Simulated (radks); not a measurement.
The numbers below are computed, except where a source is named.
Spin polarisation of the 2p3 shell in the fluorine ion F2+. Start: [He] 2s2 2p(up 1.5, down 1.5); electrons of 2p are moved from spin down to spin up, other shells keep equal spins. Code: a radial shooting solver on a logarithmic mesh with Libxc functionals. Model: scalar-relativistic Kohn-Sham, BLYP, spin-polarised, spherical densities, finite nucleus; Fermi nuclear charge, rms radius of each element as measured or else 0.836 A^(1/3) + 0.57 fm.

| moment (Bohr magnetons) | E - E(0) (eV) | e(2p up) (eV) | e(2p down) (eV) | 2s down minus up (eV) | 1s down minus up (eV) |
|---|---|---|---|---|---|
| 0 | 0.000 | -49.042 | -49.042 | 0.000 | 0.000 |
| 0.75 | -0.340 | -49.877 | -48.068 | 1.751 | 0.704 |
| 1.5 | -1.350 | -50.552 | -46.983 | 3.458 | 1.399 |
| 2.25 | -3.006 | -51.061 | -45.816 | 5.084 | 2.076 |

At moment 2.25 the spin-polarisation energy is -3.006 eV and the 2p exchange splitting 5.245 eV, that is 2.331 eV per Bohr magneton; E = -I m^2/4 would give I = 2.375 eV.
